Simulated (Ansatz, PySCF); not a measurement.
Noncovalent pair: C2H4 (SMILES C=C) (first 6 atoms) with CH4O (SMILES CO); geometry from B3LYP-D3(BJ)/def2-TZVP.
(charge 0, multiplicity 1):
| atom | x (Å) | y (Å) | z (Å) |
|---|---|---|---|
| C | 0.5947 | -0.2668 | -0.0486 |
| C | -0.6463 | 0.2019 | -0.0443 |
| H | 0.8193 | -1.2824 | -0.3511 |
| H | 1.4361 | 0.3478 | 0.2483 |
| H | -0.8696 | 1.2185 | 0.2562 |
| H | -1.4879 | -0.4110 | -0.3431 |
| C | 0.1533 | 0.4004 | 3.7342 |
| O | -0.3117 | -0.8102 | 3.1632 |
| H | 1.1900 | 0.6206 | 3.4528 |
| H | 0.1117 | 0.2831 | 4.8167 |
| H | -0.4729 | 1.2570 | 3.4577 |
| H | -0.2797 | -0.7214 | 2.2024 |

Basis-set superposition error: the interaction energy with monomers in their own basis, and in the dimer's basis (counterpoise).

Run with Ansatz (Gaussian basis) for Hartree–Fock, density functionals and correlated methods; PySCF for 6-31G* rows. Values without a source in brackets are computed.

| level | uncorrected (kcal/mol) | counterpoise (kcal/mol) | difference |
|---|---|---|---|
| HF/6-31G* | -1.72 | -0.59 | 1.13 |
| SVWN5/def2-TZVPPD | -4.91 | -4.79 | 0.12 |
| BLYP/def2-TZVPPD | -0.98 | -0.86 | 0.11 |
| B97M-V/def2-TZVPPD | -2.91 | -2.81 | 0.10 |
| B3LYP/6-31G* | -2.91 | -1.63 | 1.28 |
| BHLYP/def2-TZVPPD | -1.79 | -1.72 | 0.07 |
| CAM-B3LYP/def2-TZVPPD | -2.06 | -1.96 | 0.10 |
| wB97X-V/def2-TZVPPD | -2.97 | -2.89 | 0.08 |
| wB97M-V/def2-TZVPPD | -3.00 | -2.91 | 0.10 |
| MP2/6-31G* | -3.54 | -1.70 | 1.85 |

The error is largest for MP2/6-31G* (1.85 kcal/mol) and smallest for BHLYP/def2-TZVPPD (0.07 kcal/mol).

Ansatz is a program for electronic structure.
